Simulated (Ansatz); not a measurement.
Basis sets compared for Ag2Cl (the lowest doublet isomer of a short search). Total charge 0; doublet. Geometry PBE-D4/def2-TZVP. Ansatz on 4 threads of Arm Neoverse V1 on a shared host; times are rough, and most runs start from earlier orbitals.

```
atom    x (Å)    y (Å)    z (Å)
 Ag1  -0.2999   0.0687  -1.4990
 Ag2   1.3889  -0.1881   0.6146
 Cl3  -1.0890   0.1194   0.8843
```

In the def2 sets Ag takes a core potential; there is no spin–orbit coupling. The structure comes from a short search, and lower isomers may exist.

Binding counts from free atoms (Ag doublet, Cl doublet) in the same basis, without a counterpoise term.

| level | functions | energy (Eh) | HOMO (eV) | LUMO (eV) | binding per atom (eV) | wall time |
| --- | --- | --- | --- | --- | --- | --- |
| PBE-D4/def2-SVP | 80 | -753.8472 | -4.49 | -4.00 | 1.44 | 1.1 s |
| PBE-D4/def2-TZVP | 117 | -754.0804 | -4.58 | -4.08 | 1.41 | 1.5 s |
| r2SCAN-D4/def2-TZVP | 117 | -754.3075 | -4.70 | -3.77 | 1.43 | 4.8 s |
| PBE0-D4/def2-SVP | 80 | -753.8495 | -5.04 | -3.05 | 1.36 | 1.8 s |
| PBE0-D4/def2-TZVP (with forces) | 117 | -754.0777 | -5.11 | -3.10 | 1.34 | 3.4 s |

Estimate the rows for PBE-D4/def2-TZVPD, r2SCAN-D4/def2-TZVPD, PBE0-D4/def2-TZVPD.


| level | functions | energy (Eh) | HOMO (eV) | LUMO (eV) | binding per atom (eV) | wall time |
| --- | --- | --- | --- | --- | --- | --- |
| PBE-D4/def2-TZVPD | 126 | -754.0815 | -4.61 | -4.11 | 1.41 | 1.9 s |
| r2SCAN-D4/def2-TZVPD | 126 | -754.3083 | -4.72 | -3.79 | 1.43 | 5.5 s |
| PBE0-D4/def2-TZVPD | 126 | -754.0785 | -5.13 | -3.12 | 1.34 | 2.5 s |
